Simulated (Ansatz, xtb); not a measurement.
Pair of molecules: SiH4 (SMILES [SiH4]) (first 5 atoms) with Si2H6 (SMILES [SiH3][SiH3]); geometry from B3LYP-D3(BJ)/def2-TZVP, rigid monomers moved along the line of their centres of mass till Si1···H11 is 3.58 Å.
(charge 0, multiplicity 1):
```xyz
13

Si    -0.09560     0.11066    -0.15922
H     -0.20769    -1.14788     0.61127
H     -1.44792     0.59387    -0.51598
H      0.68626    -0.13496    -1.39233
H      0.59194     1.12906     0.66523
Si     0.92353    -0.90496     4.27861
Si    -0.76323     0.72393     4.25673
H      0.33573    -2.25416     4.09722
H      1.63276    -0.86840     5.58133
H      1.90930    -0.66497     3.19878
H     -1.60835     0.59868     3.04500
H     -0.17036     2.08277     4.28053
H     -1.63227     0.56380     5.44844
```

Counterpoise-corrected where a basis set is named; no monomer relaxation.

Frozen-core correlation.

Programs: Ansatz (a first-principles code); xtb for the GFN methods. 

Question: What interaction energy does GFN-FF give?

Answer: -1.2 kcal/mol
